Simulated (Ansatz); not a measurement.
```yaml
crystal:
  periodic: [false, false, false]
  atoms:
    - {symbol: Ge, position_ang: [0.931484, 1.091204, 0.088332]}
    - {symbol: H, position_ang: [1.126098, 1.059747, 1.635647]}
    - {symbol: C, position_ang: [2.598976, 1.122400, -0.864286]}
    - {symbol: H, position_ang: [3.145285, 2.090229, -0.673817]}
    - {symbol: H, position_ang: [2.435633, 0.983544, -1.936026]}
    - {symbol: H, position_ang: [3.256599, 0.318238, -0.517479]}
    - {symbol: C, position_ang: [-0.255039, 2.466850, -0.444479]}
    - {symbol: H, position_ang: [0.216801, 3.478680, -0.284577]}
    - {symbol: H, position_ang: [-1.204213, 2.398079, 0.099281]}
    - {symbol: H, position_ang: [-0.479805, 2.315223, -1.566270]}
    - {symbol: O, position_ang: [0.223754, -0.532422, -0.317473]}
    - {symbol: C, position_ang: [-0.527037, -1.300448, 0.549475]}
    - {symbol: C, position_ang: [-0.638418, -2.672133, -0.001557]}
    - {symbol: C, position_ang: [-1.863230, -0.680388, 0.833992]}
    - {symbol: H, position_ang: [0.046763, -1.358013, 1.531286]}
    - {symbol: H, position_ang: [-1.196305, -2.648149, -1.011378]}
    - {symbol: H, position_ang: [-1.199034, -3.396179, 0.626967]}
    - {symbol: H, position_ang: [0.323576, -3.092374, -0.235013]}
    - {symbol: H, position_ang: [-1.777536, 0.255308, 1.325158]}
    - {symbol: H, position_ang: [-2.430642, -0.555560, -0.093161]}
    - {symbol: H, position_ang: [-2.474623, -1.302025, 1.476591]}
basis:
  gaussian: {orbitals: aug-cc-pVDZ}
hamiltonian: {xc: {name: LC-wPBE}}
scf: {lower_state_search: full}
output: {forces: true}
```

```sh
$ ansatz run in.yaml --threads 2 --pin off --events-out ev --progress --plain --max-ram 32768MiB --backend cuda --devices 0, --max-vram 18GiB
```

Output, abridged:

```
Functional definition: LC-wPBE
2690 factors; their error is unknown
1504 factors; integrals over basis functions are off by at most 4.1e-6 eV
mean field evaluation 1: about -63956.5604 eV, gradient 7.1e1 eV
mean field evaluation 2: about -63960.3784 eV, gradient 6.1e1 eV
mean field evaluation 4: about -63967.8051 eV, gradient 2.8e0 eV
mean field evaluation 8: about -63967.8411 eV, gradient 4.4e-2 eV
mean field evaluation 16: about -63967.7641 eV, gradient 3.7e-5 eV
mean field -63967.76412552 eV, -2350.7719727049 hartree, gradient 3.8e-5 eV, S^2 0.000000; 0 other end points of the search recorded, 0 dependent functions left out
reference -63967.76412553 eV, -2350.7719727055 hartree; 42, 42 occupied and 258, 258 virtual orbitals, 2690 factors
Total energy: -63967.76412553 eV, -2350.7719727055 hartree
Atom 0 at     0.931484     1.091204     0.088332 Å, force     0.247072    -1.090902     0.697230 eV/Å
Atom 1 at     1.126098     1.059747     1.635647 Å, force    -0.000899     0.057823    -0.291807 eV/Å
Atom 2 at     2.598976     1.122400    -0.864286 Å, force     0.697531     0.739669     0.339270 eV/Å
Atom 3 at     3.145285     2.090229    -0.673817 Å, force    -0.528450    -0.769843    -0.313951 eV/Å
Atom 4 at     2.435633     0.983544    -1.936026 Å, force    -0.002707     0.119741    -0.092861 eV/Å
Atom 5 at     3.256599     0.318238    -0.517479 Å, force    -0.063514    -0.054734     0.020145 eV/Å
Atom 6 at    -0.255039     2.466850    -0.444479 Å, force    -0.376660     0.890659    -1.674857 eV/Å
Atom 7 at     0.216801     3.478680    -0.284577 Å, force    -0.531371    -0.865459    -0.210113 eV/Å
Atom 8 at    -1.204213     2.398079     0.099281 Å, force     0.056807     0.148336    -0.028417 eV/Å
Atom 9 at    -0.479805     2.315223    -1.566270 Å, force     0.312648     0.399437     1.615823 eV/Å
Atom 10 at     0.223754    -0.532422    -0.317473 Å, force     0.758089     0.947993    -1.163394 eV/Å
Atom 11 at    -0.527037    -1.300448     0.549475 Å, force     0.617571     0.170230     2.222572 eV/Å
Atom 12 at    -0.638418    -2.672133    -0.001557 Å, force    -1.717049    -1.200409    -1.966389 eV/Å
Atom 13 at    -1.863230    -0.680388     0.833992 Å, force    -0.682941    -0.763882    -0.607546 eV/Å
Atom 14 at     0.046763    -1.358013     1.531286 Å, force    -0.580160    -0.095942    -0.614021 eV/Å
Atom 15 at    -1.196305    -2.648149    -1.011378 Å, force     0.675418     0.097845     1.355820 eV/Å
Atom 16 at    -1.199034    -3.396179     0.626967 Å, force     0.284552     0.506997    -0.012931 eV/Å
Atom 17 at     0.323576    -3.092374    -0.235013 Å, force     0.741855    -0.233118     0.030523 eV/Å
Atom 18 at    -1.777536     0.255308     1.325158 Å, force     0.209386     1.284502     0.520936 eV/Å
Atom 19 at    -2.430642    -0.555560    -0.093161 Å, force     0.034260     0.131755    -0.175958 eV/Å
Atom 20 at    -2.474623    -1.302025     1.476591 Å, force    -0.151438    -0.420695     0.349927 eV/Å
Dipole moment:     0.030934     0.269672     0.073815 e Å
```

Run time 17 s (2 threads of AMD EPYC 7R13 on a shared host and a share (18 GiB) of an NVIDIA H100 80GB HBM3), peak host memory 0.95 GiB.

LC-ωPBE has ω = 0.4 bohr⁻¹.
